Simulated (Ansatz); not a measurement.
The same ligand exchange along the group B, Al, Ga.

Computed with Ansatz on PBE0-D4/def2-TZVP structures; ΔE is electronic, products minus reactants. CBS: MP2 limit from def2 TZ/QZ plus the TZ coupled-cluster correction, frozen cores. This one scheme is used for every species. Functionals use def2-TZVPP. B3LYP here is the variant with VWN-RPA as its local correlation; programs differ in this. For Ga outer-core shells are correlated without core-valence functions, which leaves a few kJ/mol of doubt a bond. Scalar relativity is left out up to krypton. Each species was taken in one conformer, which may not be the lowest.

```
                                                reaction  CCSD(T)/def2-SVP (kcal/mol)  ωB97M-V (kcal/mol)  B3LYP-D4 (kcal/mol)  B97M-V (kcal/mol)
                      `NB(F)Cl` + HCl → `NB(Cl)Cl` + H–F                         14.9                13.0                 13.3               14.2
`[NH2][Al]([F])[Cl]` + HCl → `[NH2][Al]([Cl])[Cl]` + H–F                          6.3                 4.9                  5.5                5.5
`[NH2][Ga]([F])[Cl]` + HCl → `[NH2][Ga]([Cl])[Cl]` + H–F                         -5.1                -7.9                 -7.7               -6.9
```

**Question.** Give the CCSD(T)/CBS values in the same order. (Best estimate.)

**Answer.** Ansatz gave: 11.4, 4.4, -9.2 kcal/mol.

Largest T1 diagnostic: 0.013, for `[NH2][Ga]([F])[Cl]`.
